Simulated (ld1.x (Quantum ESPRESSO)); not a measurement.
## gallium (Ga): one change to a TM potential, before and after

ld1.x (Quantum ESPRESSO) 7.5 input, shortened:

```
&input
   title='Ga', zed=31., rel=2, dft='PBESOL', iswitch=3,
   config='[Ar] 3d10 4s2 4p1 4d-2', rel_dist='average'
 /
 &inputp
   pseudotype=2, tm=.true., lloc=-1, rcloc=1.30,
   nlcc=.false.
 /
3
4S  1  0   2.00   0.00  1.70  1.70  0.0
4P  2  1   1.00   0.00  2.75  2.75  0.0
4D  3  2  -2.00   0.10  2.45  2.45  0.0
 &test
   configts(1)='4s2 4p1'
 /
```

Open shells are filled in proportion to 2j + 1 (rel_dist='average').

All-electron outer shells of the reference configuration (PBEsol, scalar-relativistic, ld1.x):

```tsv
shell	level (eV)	outermost node (bohr)	outermost maximum (bohr)
3p	-98.68	0.24	0.56
3d	-19.16	–	0.53
4s	-8.96	0.81	1.90
4p	-2.57	0.87	2.53
```

Change: all radii scaled by about 1.14 (s 1.94, p 3.16, d 2.80 bohr); local potential all-electron potential smoothed inside 1.48 bohr (lloc = -1).

Cutoffs: the cutoffs (Ry, on a coarse ladder) from which the occupation-weighted sum of valence levels, in a spherical-Bessel basis at the reference potential, stays within 10 and 1 mRy of its value at 400 Ry; they do not see the model core or the augmentation charge, which bear on the density cutoff. Errors are all-electron minus pseudo energies relative to the spin-unpolarised reference configuration.

What does the change do?

The potential gets softer (35 Ry and 40 Ry → 12 Ry and 35 Ry); the bound ghost in s disappears; the number of tests that count goes from 6 to 7; of the 6 tests that both files solve, the error grows in 2 and shrinks in 2 by more than 15 % and 0.3 meV (median size 3.8 → 8.2 meV). A larger radius leaves more room for a smooth pseudo-wave, so fewer plane waves are needed.

```csv
quantity,base,changed
"cutoff, loose",35 Ry,12 Ry
"cutoff, tight",40 Ry,35 Ry
loose cutoff by channel (10 mRy a level),"s 12 Ry, p 6 Ry","s 10 Ry, p 6 Ry"
bound ghosts,s,none
"tests counted (converged, no solver errors)",6 of 7,7 of 7
"error for 4s2 4p0, meV [ΔE 5.68 eV]",-6.6,+1.5
"error for 4s2 4p0.5, meV [ΔE 2.03 eV]",-1.0,+0.3
"error for 4s1 4p1, meV [ΔE 13.08 eV]",+1.1,+15
"error for 4s1 4p2, meV [ΔE 6.55 eV]",+14,+17
"error for 4s0 4p3, meV [ΔE 13.39 eV]",+72,+79
"error for 4s2 4p1.3, meV [ΔE -0.53 eV]",0.0,+0.1
```

Base: Tests not counted: 4s1 4p0 (solver errors, printed error -2.7 eV). ld1.x printed “convergence not achieved” for 5 of the counted tests; their residual had stalled under 1e-8, short of the target of 1e-14. Changed file: ld1.x printed “convergence not achieved” for 6 of the counted tests; their residual had stalled under 1e-8, short of the target of 1e-14. A true bound ghost makes a file unfit for plane-wave use even where its test errors are small: the radial tests pick states by their node count and pass the ghost by. Where a test does run into it, the solver fails or the error is huge.
